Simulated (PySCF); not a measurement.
PySCF 2.14 output of an unrestricted BP86 calculation on a single atom or ion in cc-pVDZ-X2C (8s7p5d3f1g, 84 functions), with the spin-free X2C one-electron Hamiltonian (Gaussian nucleus):

```
SCF conv_tol = 1e-09
number electrons alpha = 34  beta = 30
    A. D. Becke.,  Phys. Rev. A 38, 3098 (1988)
    J. P. Perdew.,  Phys. Rev. B 33, 8822 (1986)
cycle= 1 E= -12157.6167027916  delta_E= 0.00719  |g|= 0.51  |ddm|= 0.319
cycle= 2 E= -12157.4991372483  delta_E= 0.118  |g|= 1.09  |ddm|= 0.564
cycle= 3 E= -12157.647931391  delta_E= -0.149  |g|= 0.00681  |ddm|= 0.398
cycle= 4 E= -12157.6479359157  delta_E= -4.52e-06  |g|= 0.00175  |ddm|= 0.00202
cycle= 5 E= -12157.6479364319  delta_E= -5.16e-07  |g|= 0.000122  |ddm|= 0.000954
cycle= 6 E= -12157.6479364342  delta_E= -2.32e-09  |g|= 2.9e-06  |ddm|= 6.34e-05
cycle= 7 E= -12157.6479364342  delta_E= -1.46e-11  |g|= 2.19e-07  |ddm|= 1.94e-06
converged SCF energy = -12157.6479364342  <S^2> = 6.0028531  2S+1 = 5.0011411
```

The run itself started from symmetry-adapted Hartree-Fock orbitals and held the occupation by maximum overlap, on a logarithmic radial grid, so the iterations belong to that start.

Task: Which element, charge and spin multiplicity is this?

Result: Dy²⁺ (dysprosium, charge +2), multiplicity 5; the state was [Xe] 4f10, one real determinant.

⟨L²⟩ = 34.01 against 42 for a pure I term, so this real determinant mixes terms. Spin-orbit coupling, absent here, splits the open shell strongly.
